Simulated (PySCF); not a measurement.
In(H)(OH)2 (H3InO2), SMILES [OH][InH][OH].

Geometry: B3LYP-D3(BJ)/def2-TZVP. The def2 effective core potentials stand for the cores of In; spin–orbit coupling is left out. The values are those of a single conformer.

Level of theory: TDA-CAM-B3LYP/def2-SVPD (PySCF).

Vertical excitations. Isolated molecule, no solvent. State labels are in the subgroup Cs.

```tsv
state	symmetry	energy (eV)	λ (nm)	f	main pairs
S1	A"	5.85	212	0.000	HOMO→LUMO+1 91 %
S2	A'	6.18	201	0.010	HOMO→LUMO 63 %, HOMO−1→LUMO+1 25 %
S3	A"	6.36	195	0.033	HOMO−2→LUMO+1 56 %, HOMO−1→LUMO 33 %
S4	A"	6.43	193	0.065	HOMO−1→LUMO 65 %, HOMO−2→LUMO+1 27 %
S5	A"	6.64	187	0.007	HOMO−3→LUMO 97 %
S6	A'	6.64	187	0.027	HOMO−2→LUMO 51 %, HOMO−3→LUMO+1 23 %, HOMO−1→LUMO+1 15 %
S7	A'	7.19	173	0.217	HOMO−1→LUMO+1 48 %, HOMO→LUMO 25 %
S8	A'	7.54	164	0.250	HOMO−3→LUMO+1 42 %, HOMO−2→LUMO 35 %
S9	A"	7.57	164	0.003	HOMO→LUMO+2 62 %, HOMO−2→LUMO+2 19 %
S10	A'	7.88	157	0.065	HOMO−1→LUMO+2 79 %
T1	A"	5.41	229	0	HOMO→LUMO+1 85 %
T2	A'	5.58	222	0	HOMO−1→LUMO+1 72 %
T3	A'	5.72	217	0	HOMO→LUMO 80 %, HOMO−3→LUMO+1 13 %
T4	A"	5.79	214	0	HOMO−2→LUMO+1 77 %, HOMO→LUMO+2 12 %
```
Triplets are in the Tamm–Dancoff approximation.
